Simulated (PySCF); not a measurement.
C4H6O2Si, SMILES Oc1cc([SiH3])co1. Atoms are numbered in the order given.

```xyz
13

O      0.5449    -2.8613     0.0000
C      0.2211    -1.5643     0.0000
C      0.9262    -0.3886     0.0000
C     -0.0681     0.6638     0.0000
Si     0.2438     2.5030     0.0000
C     -1.2768     0.0180     0.0000
O     -1.1031    -1.3404     0.0000
H      1.5084    -2.9310     0.0000
H      2.0092    -0.2747     0.0000
H     -0.3435     3.1603    -1.2073
H      1.7192     2.7330     0.0000
H     -0.3435     3.1603     1.2073
H     -2.3120     0.3503     0.0000
```

The structure is a stationary point at r2SCAN-D4/def2-SVP. The geometry has at least one imaginary mode, so it is a saddle point at that level. The structure was generated by enumeration, and PubChem lists no compound with its InChIKey, so it may never have been made. One conformer was computed; it need not be the lowest.

These are ωB97X/def2-TZVP run with PySCF values and carry that method's errors.

Question: Estimate the frontier levels, gap, dipole moment and polarisability. (An estimate is asked for; the answer gives what the named calculation found.)

Answer: 
- highest occupied level: -8.38 eV
- lowest empty level: 2.02 eV
- orbital gap: 10.40 eV
- dipole moment: 1.63 D
- quadrupole, principal values (traceless, Buckingham form, about the centre of nuclear charge): -9.78, -5.06, 14.85 D·Å
- mean static polarisability: 76.6 bohr³ (11.35 Å³)
- polarisability, principal values: 54.4, 78.4, 97.0 bohr³
